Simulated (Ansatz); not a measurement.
Coupled-cluster diagnostics for Au₂F₂ (the lowest singlet isomer of a short search), Ansatz.

Geometry of the singlet (PBE0-D4/def2-TZVP):

Cartesian coordinates in Å:
```
Au 0.0321 -1.8958 0.2347
Au -0.0104 0.6166 -0.0763
F 1.8749 0.7121 0.2496
F -1.8965 0.5670 -0.4080
```

In the def2 sets Au takes a core potential; there is no spin–orbit coupling. Correlated methods freeze 2 core orbitals; core or outer-core shells of Au are correlated, in sets that lack core-valence functions. The structure comes from a short search, and lower isomers may exist.

Question: Estimate the CCSD(T) correlation energy, the shares of MP2 and (T), T1 and the reference's ⟨S²⟩ for: charge 0, singlet, own geometry in def2-TZVP; and the rough time on 4 threads of Arm Neoverse V2 on a shared host.

Answer: 
| state | basis | correlation (eV) | MP2 share (%) | (T) share (%) | T1 | ⟨S²⟩ (pure) | wall time | remarks |
| --- | --- | --- | --- | --- | --- | --- | --- | --- |
| charge 0, singlet, own geometry | def2-TZVP | -36.327 | 102.3 | 3.0 | 0.023 | 0.00 (0.00) | 25 s | restricted SCF unstable |
Customary marks for T1 are 0.02 (closed shells), 0.045 (open shells) and about 0.05 (3d metals). T1 exceeds 0.02 in 1 of 1 rows and 0.045 in 0; the higher it lies, the less the single-reference result can be trusted.
